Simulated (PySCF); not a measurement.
# Relaxation of quintet IrBr₃

These are results of UPBE0/[Ir def2-TZVP with ECP60, Br def2-TZVP], scalar-relativistic core potentials, density fitting, no spin–orbit coupling, PySCF, not measurements. A (50,194) grid was used.

A hand-made trigonal pyramidal start, of C3v symmetry, held to at least that symmetry:

```xyz
4
charge 0 multiplicity 5, angstrom
Ir    0.0000    0.0000   -0.6105
Br    2.0838    0.0000    0.4975
Br   -1.0419    1.8046    0.4975
Br   -1.0419   -1.8046    0.4975
```

What does it relax to?

It ends at D3h with Ir–Br 2.361 Å (×3); Br–Ir–Br 120.0° (×3). A frequency run shows a minimum. Other isomers or separated fragments may lie lower.

How much energy is released, and in how many steps?

97.3 kJ/mol in 8 steps.

Other spin states or occupations of the open shell can lie lower. With an element this heavy the missing spin–orbit coupling can shift these numbers.
